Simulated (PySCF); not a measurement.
Be(NH2)(NMe2) (C2H8BeN2), SMILES C[N](C)[Be][NH2]. Heavy atoms are numbered as in [Be:1]([NH2:2])[N:5]([CH3:6])[CH3:7]. Hydrogens are named by the atom that carries them.

Geometry optimised at PBE0-D3(BJ)/def2-SVP. One conformer was computed; it need not be the lowest.

The numbers are results of CAM-B3LYP/def2-TZVP (PySCF), not measurements.

Atomic charges (e), one atom of each kind:

```csv
atom,IAO,Löwdin
Be1,…,0.01
N2 (NH2),-1.28,-0.31
H on N2,0.26,0.16
N5,-0.91,-0.03
C6 (CH3),…,-0.33
H on C6,…,0.11
```

Question: Fill in the missing entries. (The exact figures need the calculation; the answer reports its results.)

Answer: 
- Be1, IAO: 1.54
- C6 (CH3), IAO: -0.28
- H on C6, IAO: 0.11
